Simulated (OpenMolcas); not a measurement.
W5+ among 8 point charges of -1.2 e arranged as a cube (Oh), 2.13 Å from the ion.

```yaml
Program: OpenMolcas
Method: CASSCF
Basis: ANO-RCC-VDZP [7s6p4d2f1g]
Scalar_Hamiltonian: DKH2, point nucleus
Active_space: 1 electron in 5 orbitals (5d)
State_averaging: 2S+1 = 2 even, 5 roots
Spin-orbit_coupling: RASSI with atomic mean-field integrals over the reference wave functions
```

Problem. What is the spin-free ground state (labels of O, the rotations of Oh)?

Solution. 2E, 2-fold in its orbital part, 100 % from free-ion D terms; it has the highest spin that d1 allows.

Problem. Where is the first state of the same spin?

Solution. 2T2 at 5430 cm-1 above the ground state.

Problem. What are the lowest two levels with spin-orbit coupling?

Solution. A 4-fold level Γ8, then a 4-fold level Γ8 10373 cm-1 above it. Their leading multiplicities are 2 (100 %) and 2 (100 %).

Problem. What is χT at 300 K, and how does it compare with the textbook value?

Solution. The lowest level has 2S+1 = 2, for which the spin-only value is χT = S(S+1) / 2 = 0.375 cm3 K/mol (g = 2). The computed 0.237 at 300 K differs by -0.138, through orbital momentum, spin-orbit coupling and any other state in reach.

Problem. Which ligand-field parameters describe the states?

Solution. The gap between the two states is 10Dq = -5428 cm-1 (negative for this site). 

Spin-orbit coupling mixes the spin-free states strongly: the lowest level takes only 66 % from its leading state, 2E. An orbital doublet at a regular site is open to a Jahn-Teller distortion, which this geometry leaves out. This is an electrostatic model: the charges have no orbitals. No measured value stands beside these numbers.
